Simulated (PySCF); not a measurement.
Record of a relaxation.

C4H6F2O.
Atom-mapped SMILES: `[CH3:1][C@:2]1([CH:3]([F:4])[F:5])[CH2:6][O:7]1` (hydrogens: H8, H9, H10 on C1; H11 on C3; H12, H13 on C6)

Method: PBE0-D3(BJ)/def2-SVP geometry optimisation, gas phase (PySCF); density fitting, grid level 1; the optimiser is geomeTRIC in internal coordinates, started from a GFN2-xTB structure with every atom displaced at random (about 0.01 Å). 11 of its 12 geometries are shown. The frame can shift and turn from step to step; on so coarse a grid that alone can change the energy by a few meV, and forces under 0.02 eV/Å are noise.

Step 0: E = -11704.5702 eV, largest atomic force 1.940 eV/Å
```
atom  x, y, z in Å  |  force x, y, z in eV/Å
C1     -0.980   -1.040    0.344   -0.582   1.845   0.150
C2     -0.111    0.072   -0.196    0.498  -0.229   0.917
C3      1.359   -0.260   -0.217    1.293  -0.313   0.865
F4      1.922   -0.177    1.045   -0.781  -0.006  -0.643
F5      1.599   -1.532   -0.631   -0.410   0.339  -0.058
C6     -0.460    1.502   -0.063    0.063  -1.055  -0.091
O7     -0.530    0.827   -1.288   -0.435  -0.069  -0.822
H8     -2.024   -0.695    0.282   -0.025  -0.152   0.072
H9     -0.737   -1.224    1.392    0.140  -0.176   0.183
H10    -0.878   -1.921   -0.243    0.225  -1.140  -0.622
H11     1.946    0.416   -0.849   -0.129   0.227  -0.307
H12    -1.396    1.762    0.403   -0.680   0.085   0.261
H13     0.297    2.253    0.011    0.823   0.644   0.094
```

Step 1: E = -11704.6949 eV, largest atomic force 0.792 eV/Å
```
atom  x, y, z in Å  |  force x, y, z in eV/Å
C1     -1.050   -0.938    0.294    0.022  -0.183  -0.069
C2     -0.072    0.104   -0.161    0.067   0.074   0.128
C3      1.369   -0.357   -0.209   -0.638  -0.108  -0.457
F4      1.797   -0.616    1.037    0.242   0.017   0.184
F5      1.421   -1.515   -0.911    0.227   0.013   0.011
C6     -0.336    1.530    0.027   -0.071   0.148  -0.038
O7     -0.454    0.927   -1.242    0.046  -0.083  -0.091
H8     -2.074   -0.550    0.233   -0.041   0.036  -0.007
H9     -0.834   -1.216    1.336   -0.012  -0.061   0.006
H10    -0.973   -1.844   -0.335   -0.008   0.204   0.122
H11     2.016    0.381   -0.713    0.093   0.024   0.150
H12    -1.283    1.821    0.502    0.065   0.013   0.001
H13     0.480    2.260    0.130    0.008  -0.094   0.057
```

Step 2: E = -11704.7091 eV, largest atomic force 0.271 eV/Å
```
atom  x, y, z in Å  |  force x, y, z in eV/Å
C1     -1.073   -0.938    0.299    0.065  -0.037  -0.003
C2     -0.079    0.090   -0.159   -0.032  -0.077   0.131
C3      1.363   -0.358   -0.216    0.041  -0.006  -0.268
F4      1.826   -0.601    1.027   -0.023  -0.064   0.154
F5      1.481   -1.506   -0.926   -0.111   0.109   0.109
C6     -0.330    1.520    0.025    0.032   0.072  -0.084
O7     -0.454    0.912   -1.243    0.024   0.006  -0.043
H8     -2.092   -0.532    0.236    0.010   0.006  -0.004
H9     -0.866   -1.230    1.339    0.008  -0.018  -0.011
H10    -1.010   -1.836   -0.333   -0.009   0.003  -0.008
H11     2.002    0.402   -0.697   -0.040   0.058   0.007
H12    -1.268    1.836    0.498    0.015  -0.035   0.012
H13     0.505    2.226    0.136    0.018  -0.018   0.007
```

Step 3: E = -11704.7128 eV, largest atomic force 0.120 eV/Å
```
atom  x, y, z in Å  |  force x, y, z in eV/Å
C1     -1.070   -0.940    0.298    0.001   0.031   0.014
C2     -0.081    0.093   -0.158   -0.043  -0.048   0.101
C3      1.356   -0.357   -0.214    0.054  -0.022  -0.100
F4      1.810   -0.607    1.034   -0.004  -0.023   0.045
F5      1.465   -1.504   -0.922   -0.019   0.065   0.034
C6     -0.324    1.525    0.019   -0.003  -0.018  -0.044
O7     -0.451    0.912   -1.247    0.002   0.026  -0.010
H8     -2.089   -0.536    0.237    0.002  -0.004   0.007
H9     -0.860   -1.239    1.336    0.010   0.000  -0.013
H10    -1.004   -1.833   -0.338   -0.005  -0.016  -0.030
H11     1.996    0.408   -0.688    0.002  -0.003   0.006
H12    -1.259    1.839    0.498   -0.003   0.013  -0.008
H13     0.517    2.223    0.132    0.006  -0.001  -0.001
```

Step 4: E = -11704.7137 eV, largest atomic force 0.075 eV/Å
```
atom  x, y, z in Å  |  force x, y, z in eV/Å
C1     -1.071   -0.941    0.297   -0.001   0.015   0.002
C2     -0.082    0.093   -0.155   -0.038   0.016   0.063
C3      1.355   -0.357   -0.211    0.008  -0.027   0.013
F4      1.802   -0.618    1.039    0.002   0.004  -0.015
F5      1.461   -1.498   -0.924    0.014   0.004  -0.016
C6     -0.321    1.527    0.017    0.001  -0.006  -0.041
O7     -0.448    0.912   -1.247    0.007   0.009  -0.015
H8     -2.090   -0.536    0.242    0.002   0.001   0.009
H9     -0.858   -1.246    1.332    0.005  -0.004  -0.004
H10    -1.007   -1.830   -0.345   -0.007  -0.004  -0.015
H11     1.998    0.410   -0.678    0.007  -0.007   0.014
H12    -1.256    1.852    0.490   -0.006  -0.009   0.005
H13     0.524    2.219    0.130    0.005   0.008   0.002
```

Step 6: E = -11704.7151 eV, largest atomic force 0.110 eV/Å
```
atom  x, y, z in Å  |  force x, y, z in eV/Å
C1     -1.079   -0.933    0.295   -0.017  -0.010  -0.014
C2     -0.082    0.095   -0.149    0.056   0.031  -0.046
C3      1.353   -0.368   -0.200   -0.021   0.037   0.101
F4      1.783   -0.660    1.050   -0.007   0.003  -0.046
F5      1.456   -1.492   -0.937    0.006  -0.046  -0.034
C6     -0.311    1.532    0.009   -0.005  -0.004   0.010
O7     -0.431    0.911   -1.251   -0.004  -0.030   0.005
H8     -2.095   -0.518    0.259   -0.002   0.006   0.008
H9     -0.857   -1.261    1.320   -0.002  -0.006   0.002
H10    -1.032   -1.810   -0.367   -0.005   0.015   0.009
H11     2.010    0.403   -0.639    0.004   0.000  -0.002
H12    -1.248    1.866    0.471    0.004   0.003   0.003
H13     0.538    2.219    0.127   -0.006   0.003   0.005
```

Step 7: E = -11704.7156 eV, largest atomic force 0.078 eV/Å
```
atom  x, y, z in Å  |  force x, y, z in eV/Å
C1     -1.087   -0.924    0.292   -0.004  -0.015  -0.005
C2     -0.079    0.096   -0.147    0.044   0.021  -0.061
C3      1.353   -0.377   -0.192   -0.021   0.024   0.058
F4      1.772   -0.692    1.056   -0.004   0.001  -0.015
F5      1.452   -1.492   -0.945   -0.002  -0.031  -0.019
C6     -0.302    1.535    0.004   -0.009   0.012   0.028
O7     -0.416    0.910   -1.254   -0.002  -0.027   0.011
H8     -2.098   -0.496    0.270    0.001   0.007   0.002
H9     -0.861   -1.267    1.312   -0.003  -0.004   0.001
H10    -1.056   -1.793   -0.381   -0.002   0.009   0.007
H11     2.020    0.394   -0.615   -0.002   0.001  -0.005
H12    -1.241    1.873    0.460    0.007   0.004   0.000
H13     0.549    2.219    0.127   -0.003  -0.002  -0.001
```

Step 8: E = -11704.7156 eV, largest atomic force 0.038 eV/Å
```
atom  x, y, z in Å  |  force x, y, z in eV/Å
C1     -1.091   -0.918    0.290   -0.008  -0.004   0.002
C2     -0.077    0.098   -0.147    0.009   0.001  -0.036
C3      1.351   -0.385   -0.188    0.001   0.016   0.003
F4      1.764   -0.708    1.058   -0.002  -0.003   0.004
F5      1.446   -1.497   -0.948   -0.007  -0.004   0.003
C6     -0.295    1.537    0.003   -0.001   0.012   0.022
O7     -0.409    0.911   -1.255    0.003  -0.016   0.010
H8     -2.098   -0.482    0.276   -0.001   0.003   0.000
H9     -0.863   -1.269    1.307   -0.002   0.001  -0.001
H10    -1.069   -1.783   -0.388   -0.001   0.003   0.002
H11     2.025    0.383   -0.606    0.000  -0.002  -0.005
H12    -1.234    1.880    0.456    0.004  -0.003   0.001
H13     0.557    2.219    0.127    0.004  -0.004  -0.004
```

Step 9: E = -11704.7156 eV, largest atomic force 0.038 eV/Å
```
atom  x, y, z in Å  |  force x, y, z in eV/Å
C1     -1.096   -0.911    0.289    0.006   0.003   0.006
C2     -0.075    0.098   -0.148   -0.022  -0.005  -0.004
C3      1.350   -0.392   -0.187    0.005  -0.015  -0.035
F4      1.759   -0.719    1.059    0.005  -0.004   0.020
F5      1.438   -1.505   -0.948   -0.003   0.016   0.015
C6     -0.286    1.538    0.004    0.003   0.008   0.011
O7     -0.403    0.913   -1.255    0.003   0.006   0.002
H8     -2.100   -0.466    0.279    0.001   0.001  -0.003
H9     -0.869   -1.268    1.304    0.000   0.002  -0.001
H10    -1.084   -1.774   -0.392   -0.001  -0.004  -0.004
H11     2.029    0.372   -0.604   -0.002  -0.004  -0.003
H12    -1.224    1.885    0.458    0.001  -0.001  -0.001
H13     0.568    2.217    0.127    0.006  -0.003  -0.004
```

Step 10: E = -11704.7156 eV, largest atomic force 0.043 eV/Å
```
atom  x, y, z in Å  |  force x, y, z in eV/Å
C1     -1.100   -0.907    0.289    0.004   0.008   0.005
C2     -0.075    0.098   -0.148   -0.029  -0.011   0.015
C3      1.348   -0.398   -0.188    0.011  -0.020  -0.037
F4      1.756   -0.725    1.058    0.004  -0.001   0.014
F5      1.430   -1.513   -0.947   -0.002   0.017   0.015
C6     -0.280    1.540    0.005    0.007  -0.001   0.002
O7     -0.401    0.916   -1.254    0.003   0.015  -0.002
H8     -2.101   -0.457    0.280   -0.001  -0.001  -0.002
H9     -0.873   -1.266    1.303    0.000   0.003  -0.001
H10    -1.092   -1.769   -0.393   -0.001  -0.004  -0.005
H11     2.030    0.362   -0.607   -0.001  -0.004  -0.001
H12    -1.215    1.890    0.461   -0.001  -0.001   0.000
H13     0.578    2.214    0.128    0.005  -0.001  -0.003
```

Step 11: E = -11704.7156 eV, largest atomic force 0.022 eV/Å
```
atom  x, y, z in Å  |  force x, y, z in eV/Å
C1     -1.102   -0.905    0.289    0.002   0.005   0.001
C2     -0.075    0.099   -0.148   -0.016  -0.008   0.013
C3      1.347   -0.400   -0.189    0.005  -0.012  -0.014
F4      1.755   -0.727    1.058    0.002   0.003   0.001
F5      1.427   -1.516   -0.947   -0.001   0.004   0.006
C6     -0.277    1.540    0.006    0.006  -0.004   0.001
O7     -0.400    0.917   -1.253    0.002   0.013  -0.003
H8     -2.102   -0.454    0.281   -0.001   0.000  -0.001
H9     -0.875   -1.264    1.303    0.000   0.002   0.000
H10    -1.096   -1.767   -0.393   -0.001  -0.001  -0.001
H11     2.030    0.359   -0.609    0.000  -0.003  -0.001
H12    -1.210    1.892    0.462    0.000   0.001   0.000
H13     0.584    2.212    0.128    0.003   0.000  -0.001
```

Q: Summarise the path.

A: The energy falls by 3.35 kcal/mol from step 0 to step 11; nine tenths of that is first reached at step 2. It never rises by more than 0.2 meV. The largest force goes from 1.940 to 0.022 eV/Å. Among the bonds C1–H10 changes most, from 1.063 to 1.099 Å; the atoms move by 0.128 Å rms after alignment.

Q: Follow the three bonds and two angles with the largest change from start to end.

A: 
| step | E above end (kcal/mol) | largest force (eV/Å) | C1–H10 (Å) | C3–F4 (Å) | C6–H13 (Å) | F4–C3–H11 (°) | H9–C1–H10 (°) |
| --- | --- | --- | --- | --- | --- | --- | --- |
| 0 | 3.35 | 1.940 | 1.063 | 1.385 | 1.070 | 105.7 | 111.6 |
| 1 | 0.48 | 0.792 | 1.106 | 1.343 | 1.100 | 111.5 | 108.6 |
| 2 | 0.15 | 0.271 | 1.099 | 1.348 | 1.098 | 109.1 | 108.4 |
| 3 | 0.07 | 0.120 | 1.098 | 1.351 | 1.098 | 109.3 | 108.3 |
| 4 | 0.04 | 0.075 | 1.099 | 1.353 | 1.098 | 109.4 | 108.4 |
| 5 | 0.03 | 0.085 | 1.100 | 1.355 | 1.098 | 109.3 | 108.4 |
| 6 | 0.01 | 0.110 | 1.100 | 1.354 | 1.098 | 109.2 | 108.4 |
| 7 | 0.00 | 0.078 | 1.100 | 1.353 | 1.098 | 109.2 | 108.4 |
| 8 | 0.00 | 0.038 | 1.099 | 1.352 | 1.098 | 109.2 | 108.4 |
| 9 | 0.00 | 0.038 | 1.099 | 1.352 | 1.098 | 109.3 | 108.4 |
| 10 | 0.00 | 0.043 | 1.099 | 1.352 | 1.098 | 109.3 | 108.4 |
| 11 | 0.00 | 0.022 | 1.099 | 1.352 | 1.098 | 109.3 | 108.4 |

What follows is the cost of the whole optimisation. Hardware: Arm Neoverse V1, one thread, on a shared host. Cost: 80 s of wall time, 0.51 GiB resident at most.
